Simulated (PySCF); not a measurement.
## Electron correlation in Be (beryllium, neutral)

[He] 2s1 3d1, high-spin 3D determinant (an excited configuration). All numbers are calculated (PySCF 2.14, scalar relativity by spin-free X2C-1e, in aug-cc-pCVTZ-DK). Frozen: nothing; 4 electrons correlated.

```tsv
level	correlation energy (mhartree)
CCSD	-51.07
(T)	-0.13
CCSD(T)	-51.20
```

Diagnostics: T1 = 0.0041, D1 = 0.0091, largest double amplitude 0.108.

The outer electron is Rydberg-like, and this basis confines it to a smaller radius and binds it less than a complete one would.

Cost of the coupled-cluster step: of the order of 5 core-seconds, for 4 correlated electrons.

Iterations:

```
CC2 = 0
CCSD nocc = (np.int64(3), np.int64(1)), nmo = (59, 59)
frozen orbitals [[], []]
max_cycle = 100
direct = 0
conv_tol = 1e-08
conv_tol_normt = 1e-06
diis_space = 8
diis_start_cycle = 0
Init t2, MP2 energy = -0.0433485145591801
Init E_corr(UCCSD) = -0.0433485145592382
cycle = 1  E_corr(UCCSD) = -0.0480574662634945  dE = -0.0047089517  norm(t1,t2) = 0.0354092
cycle = 2  E_corr(UCCSD) = -0.0492420716618507  dE = -0.0011846054  norm(t1,t2) = 0.0229767
cycle = 3  E_corr(UCCSD) = -0.0508188510758044  dE = -0.00157677941  norm(t1,t2) = 0.0167052
cycle = 4  E_corr(UCCSD) = -0.0509391138387572  dE = -0.000120262763  norm(t1,t2) = 0.0069474
cycle = 5  E_corr(UCCSD) = -0.0511168107939583  dE = -0.000177696955  norm(t1,t2) = 0.00210016
cycle = 6  E_corr(UCCSD) = -0.0510275803079563  dE = 8.9230486e-05  norm(t1,t2) = 0.00108151
cycle = 7  E_corr(UCCSD) = -0.0510765442137874  dE = -4.89639058e-05  norm(t1,t2) = 0.00034264
cycle = 8  E_corr(UCCSD) = -0.0510809328468376  dE = -4.38863305e-06  norm(t1,t2) = 0.000676162
cycle = 9  E_corr(UCCSD) = -0.0510770644284245  dE = 3.86841841e-06  norm(t1,t2) = 8.2251e-05
cycle = 10  E_corr(UCCSD) = -0.0510731082560181  dE = 3.95617241e-06  norm(t1,t2) = 9.36727e-05
cycle = 11  E_corr(UCCSD) = -0.0510734335518315  dE = -3.25295813e-07  norm(t1,t2) = 0.000127837
cycle = 12  E_corr(UCCSD) = -0.0510738713664779  dE = -4.37814646e-07  norm(t1,t2) = 2.25137e-05
cycle = 13  E_corr(UCCSD) = -0.0510737644348073  dE = 1.06931671e-07  norm(t1,t2) = 4.13697e-06
cycle = 14  E_corr(UCCSD) = -0.0510737846143254  dE = -2.0179518e-08  norm(t1,t2) = 1.45439e-05
cycle = 15  E_corr(UCCSD) = -0.0510737472889914  dE = 3.7325334e-08  norm(t1,t2) = 5.64001e-07
cycle = 16  E_corr(UCCSD) = -0.0510737477421566  dE = -4.53165186e-10  norm(t1,t2) = 8.16402e-07
UCCSD converged
E(UCCSD) = -14.33376636273117  E_corr = -0.05107374774215656
UCCSD(T) correction = -0.000132544853573596
```
